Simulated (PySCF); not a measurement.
Computed shifts of a molecule C₄H₁₀Si, KT2/pcSseg-1 (PySCF), GIAO, gas phase, equivalent atoms averaged, in ppm (number of nuclei): ¹³C: 146.0 (1), 130.4 (1), 29.5 (1), -2.2 (1). ²⁹Si: -33.2 (1). ¹H: 6.20 (1), 6.12 (1), 4.92 (1), 4.72 (1), 2.49 (3), 0.80 (3). References: ¹³C against TMS (σ = 185.1 ppm); ²⁹Si against TMS (σ = 361.9 ppm); ¹H against TMS (σ = 31.47 ppm), references at their B3LYP-D3(BJ)/def2-TZVP geometries, non-relativistic. Coordinates come from a PBE-D3(BJ)/def2-SVP optimisation. One conformer was computed; it need not be the lowest.

Task: Identify the compound among the candidates.
A. C/C=C/[SiH2]C
B. [SiH3]C1CCC1
C. C=C(C)[SiH2]C
D. C[C@H]1C[C@@H]1[SiH3]

Result: C, C=C(C)[SiH2]C
